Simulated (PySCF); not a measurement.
Computed IR spectrum (relative IR intensity) of a molecule CH₄N₂OSi. Coordinates come from a PBE-D3(BJ)/def2-SVP optimisation. Other conformers were not sampled. Method: PBE-D3(BJ)/def2-SVP (PySCF 2.14.0). Frequencies are harmonic and unscaled.

Lines under 2 % of the strongest are left out, and lines within 2 cm⁻¹ are merged.

| ν (cm⁻¹) | relative intensity |
|---|---|
| 255 | 6.6 |
| 284 | 3.6 |
| 387 | 83 |
| 490 | 7.6 |
| 535 | 10 |
| 653 | 45 |
| 747 | 4.6 |
| 858 | 5.1 |
| 869 | 27 |
| 884 | 79 |
| 924 | 79 |
| 1166 | 80 |
| 1491 | 20 |
| 2214 | 19 |
| 2232 | 41 |
| 2310 | 100 |
| 3508 | 21 |
| 3605 | 21 |

### Question
Pick the molecule that these values belong to.
(A) N[Si@H]1N=CO1
(B) N[SiH2]N=C=O
(C) N#CO[SiH2]N

### Answer
C, N#CO[SiH2]N
